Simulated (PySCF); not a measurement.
# What a mistake does to a calculation on B2FO cation

These are calculations, not measurements. They come from PySCF 2.14.0, an open-source quantum chemistry program, on an isolated molecule that a program drew, which may never have been made. The molecule is B2FO cation (charge +1, singlet), drawn as the SMILES string `O=B[B+]F`.

Each row is a Hartree-Fock (HF) and frozen-core CCSD(T) single point in the cc-pVDZ basis, meant for a local HF minimum. Run 1 is clean. Each other run has one planted mistake out of seven kinds, and not every kind appears here: one electron removed, one electron added, multiplicity raised by two, geometry at a saddle point, minimal basis STO-3G, one bond length entered in bohr, all coordinates scaled. The reference is restricted for singlets and unrestricted otherwise, and also for a bond in bohr. Adding or removing an electron swaps singlet and doublet. Electrons count all cores. HOMO and LUMO are orbital energies over both spins, the gradient is its largest component, and the lowest frequency (negative if imaginary) is given only where the gradient is small. Bond lengths are over the 3 bonds as drawn. T1 is the CCSD diagnostic: over 0.02 (restricted) or 0.045 (unrestricted) a single reference is doubtful.

Geometry of the clean run:
```xyz
4
B2FO cation, angstrom
O    -3.1065    2.6548    2.6909
B    -2.1471    1.9948    2.7680
B    -0.7656    1.0446    2.8789
F     0.2312    0.3590    2.9588
```

```
run,electrons,basis functions,<S^2>,HOMO (eV),LUMO (eV),gradient (hartree/bohr),lowest frequency (cm^-1),mean bond (Å),longest bond (Å),T1,HF (hartree),CCSD(T) (hartree),mistake
1,26,56,0.000,-20.62,-6.65,2.6e-05,196,1.3533,1.680,0.0241,-223.40902,-223.93990,no fault
2,27,56,0.766,-8.13,0.91,1.2e-01,-,1.3533,1.680,0.0208,-223.67967,-224.20424,one electron added
3,26,56,0.000,-19.86,-7.03,1.2e-01,-,1.4521,1.803,0.0289,-223.38198,-223.93010,all coordinates scaled
4,26,20,0.000,-18.97,-3.56,3.7e-02,-,1.3533,1.680,0.0250,-220.45172,-220.67784,minimal basis STO-3G
5,25,56,0.757,-31.35,-16.84,1.6e-01,-,1.3533,1.680,0.0220,-222.74436,-223.20658,one electron removed
6,26,56,2.009,-15.17,-8.70,2.7e-01,-,1.3533,1.680,0.0180,-223.27977,-223.74461,?
```

**Which mistake was planted in run 6, and what did it cost?**

Electrons, basis and geometry are unchanged, and <S^2> is 2.009, beside S(S+1) = 2.00 for a multiplicity of 3. So the mistake is: multiplicity raised by two. Subtracting run 1 and multiplying by 627.51 kcal/mol a hartree, the energy moved by 81.1 kcal/mol in HF and 122.5 kcal/mol in CCSD(T).

Cautions from the logs. Run 1: T1 is over the limit, so its CCSD(T) energy is less reliable; run 3: T1 is over the limit, so its CCSD(T) energy is less reliable; run 4: T1 is over the limit, so its CCSD(T) energy is less reliable.
